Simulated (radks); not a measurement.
Task: Radial electron density D(r) = 4 pi r^2 rho(r) of an atom or ion with 49 electrons. All-electron calculation, scalar-relativistic Kohn-Sham, r2SCAN, spin-polarised, spherical densities, finite nucleus; meta-GGA in the generalised Kohn-Sham scheme; Fermi nuclear charge, rms radius of each element as measured or else 0.836 A^(1/3) + 0.57 fm. Program: a radial shooting solver on a logarithmic mesh with Libxc functionals.

```
   r/bohr * D(r) (the largest magnitude, 82.4, reaches the edge; | marks zero)
  0.00206 |   *
 0.002379 |    *
 0.002747 |     *
 0.003147 |      *
 0.003635 |        *
 0.004198 |          *
 0.004848 |            *
 0.005599 |               *
 0.006466 |                   *
 0.007467 |                      *
 0.008624 |                          *
  0.00996 |                              *
   0.0115 |                                  *
  0.01328 |                                     *
  0.01534 |                                        *
  0.01772 |                                          *
  0.02046 |                                          *
  0.02363 |                                          *
  0.02729 |                                        *
  0.03127 |                                      *
  0.03611 |                                     *
   0.0417 |                                    *
  0.04816 |                                      *
  0.05562 |                                          *
  0.06423 |                                              *
  0.07418 |                                                   *
  0.08567 |                                                      *
  0.09894 |                                                     *
   0.1143 |                                                 *
    0.132 |                                           *
   0.1524 |                                      *
    0.176 |                                     *
   0.2033 |                                       *
   0.2348 |                                           *
   0.2711 |                                            *
   0.3106 |                                         *
   0.3587 |                                 *
   0.4143 |                       *
   0.4784 |               *
   0.5525 |             *
   0.6381 |             *
    0.737 |              *
   0.8511 |              *
   0.9829 |           *
    1.135 |        *
    1.311 |     *
    1.514 |   *
    1.749 |  *
    2.019 | *
    2.332 | *
    2.693 |*
    3.086 |*
    3.564 *
    4.116 *
    4.753 *
    5.489 *
    6.339 *
    7.321 *
    8.455 *
```

What is the nuclear charge?

Result: Z = 50. The innermost maximum, from 1s, lies near gamma/Z bohr with gamma = sqrt(1 - (Z/c)^2) = 0.931, here 0.0186 bohr (found: 0.0205), and its height grows with Z. The density is that of the tin ion Sn+ in [Kr] 4d8.5 5s2 5p2.5; the configuration itself is not fixed sharply by these data, and Z only to a few units. D(r) has 4 maxima, at r = 0.0205, 0.0899, 0.265, 0.767 bohr, and minima at 0.0401, 0.173, 0.571 bohr, inside which lie 2.00, 11.19, 28.97 electrons.
